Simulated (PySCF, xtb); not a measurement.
Zn(Br)(SiH3) (BrH3SiZn), SMILES [SiH3][Zn][Br].

Harmonic wavenumbers (cm⁻¹) from GFN2-xTB (xtb 6.7.1) at its own minimum, in rising order: 9, 9, 169, 301, 422, 422, 800, 804, 806, 2267, 2269, 2276.

Question: What does PBE-D3(BJ)/def2-SVP (PySCF) give at its own minimum? (An estimate is asked for; the answer gives what the named calculation found.)

Answer: 74, 74, 237, 374, 442, 442, 821, 897, 897, 2145, 2161, 2161. Paired by order, the mean absolute difference is 72 cm⁻¹ and the zero-point energies are 15.1 and 15.3 kcal/mol.
